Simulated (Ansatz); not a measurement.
C₂H₇BTe, relaxed with RKS PBE0-D4/def2-TZVP in the Gaussian-basis code of Ansatz from a PBE-D4/def2-SVP geometry. The force threshold is 0.005 eV/Å; the program also tests the step.

Charge 0, multiplicity 1. Te takes the def2 core potential. The bonds changed during the relaxation, so this is another structure than the one it started from.

Start:

```xyz
11

B     0.547   -1.080   -0.681
C     0.263    0.313   -0.041
C    -1.007    1.099   -0.269
Te    0.085   -1.151    1.701
H     1.690   -1.468   -0.842
H    -0.386   -1.679   -1.192
H     1.127    0.944    0.245
H    -1.238    1.822    0.539
H    -1.886    0.441   -0.422
H    -0.879    1.682   -1.209
H     1.684   -0.923    2.171
```

```csv
step,energy (eV),largest force (eV/Å),largest move (Å)
1,-10155.1870,0.495,0.000
2,-10155.2323,0.285,0.071
3,-10155.2403,0.100,0.037
4,-10155.2417,0.061,0.014
5 (rejected),-10155.2416,0.066,0.020
6,-10155.2420,0.038,0.010
7,-10155.2421,0.004,0.011
```

End:

```xyz
11

B     0.546   -1.064   -0.687
C     0.272    0.309   -0.036
C    -0.998    1.084   -0.265
Te    0.071   -1.085    1.687
H     1.667   -1.463   -0.815
H    -0.372   -1.644   -1.198
H     1.122    0.935    0.230
H    -1.223    1.790    0.537
H    -1.856    0.421   -0.401
H    -0.887    1.655   -1.193
H     1.658   -0.939    2.142
```

Run time 24 s (4 threads of an Arm Neoverse V2 on a shared host); peak host memory 0.46 GiB.
